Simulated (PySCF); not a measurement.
Ga(I)3, GaI3, SMILES [I][Ga]([I])[I], PBE0/def2-SVP optimised geometry.

```
4

Ga    -0.62     0.00     0.00
I      1.86     0.00     0.00
I     -1.86    -2.14     0.00
I     -1.85     2.14     0.00
```

Density from PBE0/def2-TZVP, def2 effective core potentials past Kr in PySCF at that geometry. The core electrons that the potentials of I replace are not part of the density.

Minimum of the electron density along straight lines between bonded atoms, close to the bond critical point (lines longer than 1.1 times the sum of covalent radii, or with two minima, are not listed):

| bond | length / Å | ρ at the minimum / e bohr⁻³ | ∇²ρ there / e bohr⁻⁵ | position (fraction from the first atom) |
|---|---|---|---|---|
| Ga1–I2 | 2.475 | 0.077 | 0.06 | 0.42 |
| Ga1–I3 | 2.475 | 0.077 | 0.06 | 0.42 |
| Ga1–I4 | 2.475 | 0.077 | 0.06 | 0.42 |
